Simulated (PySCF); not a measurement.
**Run times: iodine in x2c-TZVPall-2c with one added diffuse shell each of s, p, d, f type**

Measured wall times of calculations with PySCF 2.14 in x2c-TZVPall-2c with one added diffuse shell each of s, p, d, f type (9s10p6d3f, 90 functions), with two-component X2C-1e, run from one Python driver. Hardware: 1 thread of Neoverse-V2 on a shared host, 1.3 GiB allowed. The two-electron integrals over 90 functions were computed once and kept in memory (2.6 CPU seconds with the set-up); the times below exclude them.

Launch command (the driver calls PySCF for each step listed in the task file):

```bash
OMP_NUM_THREADS=1 python sorun2.py TASK.json OUT
```

| species | step | iterations | wall time (s) |
| --- | --- | --- | --- |
| I(2+) [Kr] 4d10 5s2 5p3 | GHF, spin-free | 7 | 2.4 |
| I(2+) [Kr] 4d10 5s2 5p3 | GMP2 (23 electrons), spin-free |  | 2.1 |
| I(2+) [Kr] 4d10 5s2 5p3 | GMP2 (23 electrons), screened spin-orbit |  | 1.8 |
| I(2+) [Kr] 4d10 5s1 5p4 | GHF, spin-free | 8 | 2.6 |
| I(2+) [Kr] 4d10 5s1 5p4 | GMP2 (23 electrons), spin-free |  | 2 |
| I(2+) [Kr] 4d10 5s1 5p4 | GHF, screened spin-orbit | 9 | 2.8 |
| I(2+) [Kr] 4d10 5s1 5p4 | GMP2 (23 electrons), screened spin-orbit |  | 2 |

(1) Roughly how long does GHF, screened spin-orbit take for I(2+) [Kr] 4d10 5s2 5p3 here?

Peak memory of the process: 0.34 GiB. Times on a shared host vary from run to run.

Answers

(1) About 3.3 s.
